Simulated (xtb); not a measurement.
acetone (C₃H₆O), singlet, geometry from GFN2-xTB; GFN2-xTB with ALPB(methanol) run with xtb.

The xtb input:
```
$ xtb mol.xyz --gfn 2 --alpb methanol --json

# file mol.xyz
10

O     -0.00202356     0.00502782     1.40163302
C     -0.00028613     0.00071094     0.19819253
C     -0.00598572     1.26596943    -0.62421820
C      0.00777494    -1.27041500    -0.61510003
H      0.00018810     2.13672408     0.02569315
H     -0.00028442    -2.13648476     0.04102096
H     -0.89240581     1.29081337    -1.25420279
H      0.86770223     1.28962202    -1.27163889
H      0.89601009    -1.29976872    -1.24232811
H     -0.86404026    -1.29872071    -1.26485435
```

The log (banner, timings and long lists left out):

```
   ID    Z sym.   atoms
    1    8 O      1
    2    6 C      2-4
    3    1 H      5-10

           -------------------------------------------------
          |                Calculation Setup                |
           -------------------------------------------------

           -------------------------------------------------
          |                 G F N 2 - x T B                 |
           -------------------------------------------------

      * Solvation model:               ALPB
        Solvent                        methanol
        Parameter file                 internal GFN2-xTB/ALPB
        Dielectric constant                3.2700E+01
        Reference state                gsolv [1 M gas/solution]
        Free energy shift                  3.9449E-03 Eh       2.4755E+00 kcal/mol
        Temperature                        2.9815E+02 K
        Density                            7.9200E-01 kg/L
        Solvent mass                       3.2040E+01 g/mol
        Interaction kernel             P16
        Born radius scaling (c1)           1.6600E+00
        Born radii integrator          GBOBC
        Born offset                        0.0000E+00 a0       0.0000E+00 AA
        H-bond correction              true
        Ion screening                  false
        Surface tension                    1.0000E-05 Eh       1.5569E+01 dyn/cm
        Grid points                               230 per atom

          ...................................................
          :                      SETUP                      :
          :.................................................:
          :  # basis functions                  22          :
          :  # atomic orbitals                  22          :
          :  # shells                           14          :
          :  # electrons                        24          :
          :  max. iterations                   250          :
          :  Hamiltonian                  GFN2-xTB          :
          :  restarted?                      false          :
          :  GBSA solvation                   true          :
          :  PC potential                    false          :
          :  electronic temp.          300.0000000     K    :
          :  accuracy                    1.0000000          :
          :  -> integral cutoff          0.2500000E+02      :
          :  -> integral neglect         0.1000000E-07      :
          :  -> SCF convergence          0.1000000E-05 Eh   :
          :  -> wf. convergence          0.1000000E-03 e    :
          :  Broyden damping             0.4000000          :
          :  net charge                          0          :
          :  unpaired electrons                  0          :
          ...................................................

 iter      E             dE          RMSdq      gap      omega  full diag
   1    -13.6641472 -0.136641E+02  0.462E+00    4.93       0.0  T
   2    -13.7094254 -0.452781E-01  0.218E+00    3.88       1.0  T
   3    -13.7130866 -0.366127E-02  0.135E+00    4.30       1.0  T
   4    -13.7151339 -0.204728E-02  0.157E-01    4.08       1.0  T
   5    -13.7152379 -0.103946E-03  0.742E-02    4.12       1.0  T
   6    -13.7152390 -0.111457E-05  0.101E-02    4.11       3.1  T
   7    -13.7152390 -0.507384E-07  0.662E-03    4.12       4.8  T
   8    -13.7152393 -0.236906E-06  0.131E-03    4.11      24.1  T
   9    -13.7152393 -0.352578E-08  0.421E-04    4.11      75.1  T
  10    -13.7152393 -0.932094E-09  0.102E-04    4.11     309.4  T

   *** convergence criteria satisfied after 10 iterations ***

         :::::::::::::::::::::::::::::::::::::::::::::::::::::
         ::                     SUMMARY                     ::
         :::::::::::::::::::::::::::::::::::::::::::::::::::::
         :: total energy             -13.542475459454 Eh    ::
         :: total w/o Gsasa/hb       -13.539089694852 Eh    ::
         :: gradient norm              0.021348689645 Eh/a0 ::
         :: HOMO-LUMO gap              4.113941414331 eV    ::
         ::.................................................::
         :: SCC energy               -13.715237763997 Eh    ::
         :: -> isotropic ES            0.036270812419 Eh    ::
         :: -> anisotropic ES          0.001051445230 Eh    ::
         :: -> anisotropic XC          0.005889559749 Eh    ::
         :: -> dispersion             -0.003864722859 Eh    ::
         :: -> Gsolv                  -0.009889022020 Eh    ::
         ::    -> Gelec               -0.006503257418 Eh    ::
         ::    -> Gsasa               -0.006186687262 Eh    ::
         ::    -> Ghb                 -0.001143997157 Eh    ::
         ::    -> Gshift               0.003944919816 Eh    ::
         :: repulsion energy           0.172762304542 Eh    ::
         :: add. restraining           0.000000000000 Eh    ::
         :: total charge              -0.000000000000 e     ::
         :::::::::::::::::::::::::::::::::::::::::::::::::::::

           -------------------------------------------------
          |                Property Printout                |
           -------------------------------------------------

    * Orbital Energies and Occupations

         #    Occupation            Energy/Eh            Energy/eV
      -------------------------------------------------------------
         1        2.0000           -0.7156927             -19.4750
         2        2.0000           -0.6376414             -17.3511
         3        2.0000           -0.6136482             -16.6982
         4        2.0000           -0.5693504             -15.4928
         5        2.0000           -0.5452461             -14.8369
         6        2.0000           -0.5345295             -14.5453
         7        2.0000           -0.5181093             -14.0985
         8        2.0000           -0.4731621             -12.8754
         9        2.0000           -0.4730455             -12.8722
        10        2.0000           -0.4693965             -12.7729
        11        2.0000           -0.4628747             -12.5955
        12        2.0000           -0.3995005             -10.8710 (HOMO)
        13                         -0.2483160              -6.7570 (LUMO)
        14                          0.0908460               2.4720
        15                          0.1539092               4.1881
        16                          0.1745796               4.7506
        17                          0.1896721               5.1612
        18                          0.1996638               5.4331
        19                          0.2182705               5.9394
        20                          0.2198952               5.9837
        21                          0.2794066               7.6030
        22                          0.6354033              17.2902
      -------------------------------------------------------------
                  HL-Gap            0.1511846 Eh            4.1139 eV
             Fermi-level           -0.3239082 Eh           -8.8140 eV

     #   Z          covCN         q      C6AA      α(0)
     1   8 O        0.857    -0.417    22.030     6.293
     2   6 C        2.808     0.254    22.736     7.812
     3   6 C        3.754    -0.155    23.557     6.921
     4   6 C        3.754    -0.155    23.557     6.921
     5   1 H        0.925     0.066     2.131     2.283
     6   1 H        0.925     0.066     2.131     2.283
     7   1 H        0.925     0.085     1.923     2.169
     8   1 H        0.925     0.085     1.926     2.170
     9   1 H        0.925     0.085     1.923     2.169
    10   1 H        0.925     0.085     1.926     2.170

 Mol. C6AA /au·bohr⁶  :        759.749758
 Mol. C8AA /au·bohr⁸  :      16398.058042
 Mol. α(0) /au        :         41.190919

Wiberg/Mayer (AO) data.
largest (>0.10) Wiberg bond orders for each atom

 ---------------------------------------------------------------------------
     #   Z sym  total        # sym  WBO       # sym  WBO       # sym  WBO
 ---------------------------------------------------------------------------
     1   8 O    2.036 --     2 C    1.832
     2   6 C    3.901 --     1 O    1.832     4 C    1.009     3 C    1.009
     3   6 C    3.992 --     2 C    1.009     5 H    0.984     8 H    0.958
                             7 H    0.957
     4   6 C    3.992 --     2 C    1.009     6 H    0.984    10 H    0.958
                             9 H    0.957
     5   1 H    0.996 --     3 C    0.984
     6   1 H    0.996 --     4 C    0.984
     7   1 H    0.993 --     3 C    0.957
     8   1 H    0.993 --     3 C    0.958
     9   1 H    0.993 --     4 C    0.957
    10   1 H    0.993 --     4 C    0.958
 ---------------------------------------------------------------------------

Topologies differ in total number of bonds
Writing topology from bond orders to xtbtopo.mol

molecular dipole:
                 x           y           z       tot (Debye)
 q only:        0.002      -0.005      -1.451
   full:        0.002      -0.006      -1.585       4.028
molecular quadrupole (traceless):
                xx          xy          yy          xz          yz          zz
 q only:        0.431      -0.023       2.634       0.005      -0.020      -3.065
  q+dip:        1.127      -0.024       2.714       0.007      -0.024      -3.840
   full:        1.792      -0.019       2.467       0.009      -0.024      -4.259

           -------------------------------------------------
          | TOTAL ENERGY              -13.542475459454 Eh   |
          | GRADIENT NORM               0.021348689645 Eh/α |
          | HOMO-LUMO GAP               4.113941414331 eV   |
           -------------------------------------------------

normal termination of xtb
```
